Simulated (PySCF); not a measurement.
## IrH₃: one-bond stretch

Method: r2SCAN/[Ir def2-TZVP with ECP60, H def2-TZVP], scalar-relativistic core potentials, density fitting, no spin–orbit coupling, PySCF.

Rigid scan from the singlet minimum (Ir–H 1.533 Å (×3); H–Ir–H 90.5° (×3)). Coordinate: the bond from Ir to the last atom (H) scaled, the rest fixed. Energies in kJ/mol from the minimum.

| scale of one bond | E (kJ/mol) | dipole size (D) |
| --- | --- | --- |
| 0.92 | 19.5 | 1.92 |
| 0.96 | 4.4 | 1.92 |
| 1.00 | 0.0 | 1.92 |
| 1.05 | 5.5 | 1.93 |
| 1.12 | 27.0 | 1.94 |
| 1.20 | 63.0 | 1.95 |
| 1.35 | 142.1 | 2.01 |
| 1.55 | 242.4 | – |
| 1.80 | 340.4 | – |
| 2.20 | 437.8 | – |

At long bonds a restricted determinant can lie too high, and another spin state can fall below this curve.

Spin–orbit coupling, left out here, can matter for elements this heavy.

Other isomers or separated fragments may lie lower.
